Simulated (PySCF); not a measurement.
# Electronic structure of Ce(2+) (cerium, charge +2) at the UHF level

Configuration: [Xe] 4f1 6p1, one real determinant (an excited configuration). All numbers are calculated (PySCF 2.14, the spin-free X2C one-electron Hamiltonian (Gaussian nucleus), in cc-pVDZ-X2C (8s7p5d3f1g, 84 functions)).

```
Total energy                                                  : -8855.567251 hartree
One-electron energy                                           : -12041.1334 hartree
Hartree (Coulomb) energy                                      : 3393.9232 hartree
Exchange energy                                               : -208.3571 hartree
⟨S²⟩                                                          : 2.0007
⟨L²⟩                                                          : 14.014
Sum of ⟨r⟩                                                    : 37.25 bohr
Sum of ⟨r²⟩                                                   : 60.79 bohr²
Traceless quadrupole moment −½Σ⟨3z² − r²⟩ along its main axis : -8.60 e·bohr²
Langevin diamagnetic susceptibility                           : -48.2 ×10⁻⁶ cm³/mol
```

```tsv
shell	electrons	mean orbital energy (hartree)	spread (hartree)	rms radius, mean of both spins (bohr)
1s α	1	-1494.14991	0	0.0280
1s β	1	-1494.14901	0	0.0280
2s α	1	-243.80206	0	0.114
2s β	1	-243.80106	0	0.114
2p α	3	-218.39442	0.00820	0.102
2p β	3	-218.39322	0.00730	0.102
3s α	1	-54.71243	0	0.296
3s β	1	-54.69565	0	0.296
3p α	3	-46.42046	0.02878	0.297
3p β	3	-46.40137	0.04872	0.297
3d α	5	-34.52733	0.00844	0.274
3d β	5	-34.50700	0.03782	0.274
4s α	1	-12.31959	0	0.676
4s β	1	-12.26789	0	0.676
4p α	3	-9.50484	0.02333	0.718
4p β	3	-9.44645	0.08962	0.718
4d α	5	-5.30880	0.05929	0.802
4d β	5	-5.23242	0.07347	0.802
5s α	1	-2.48498	0	1.61
5s β	1	-2.45587	0	1.61
5p α	3	-1.67212	0.01810	1.83
5p β	3	-1.64800	0.03219	1.83
4f α	1	-1.14802	0	1.16
6p α	1	-0.49438	0	4.70
```

⟨L²⟩ = 14.01 against 20 for a pure G term, so this real determinant mixes terms. Spin-orbit coupling, absent here, splits the open shell strongly.

Densities and radii are taken from the X2C orbitals without a picture-change correction, which distorts them close to the nucleus.

Spin-orbit constants ζ (cm⁻¹) from the X2C one-electron operator on these orbitals: bare nucleus, nucleus screened by l(l+1)(2l+1)/3 electrons, and screened by the Breit-Pauli mean field of the electrons.

| shell | bare | screened nucleus | mean field |
| --- | --- | --- | --- |
| 2p | 2348000 | 2267000 | n/a |
| 3p | 467400 | 451300 | n/a |
| 3d | 72330 | 59860 | n/a |
| 4p | 97300 | 93950 | n/a |
| 4d | 12330 | 10210 | n/a |
| 4f | 1494 | 773.0 | n/a |
| 5p | 14370 | 13880 | n/a |
| 6p | 1624 | 1568 | n/a |

To first order the Landé constant is A = 485.9 cm⁻¹, so the lowest level has J = 3 and lies 0.301 eV below the centre of the term. This holds in LS coupling only.
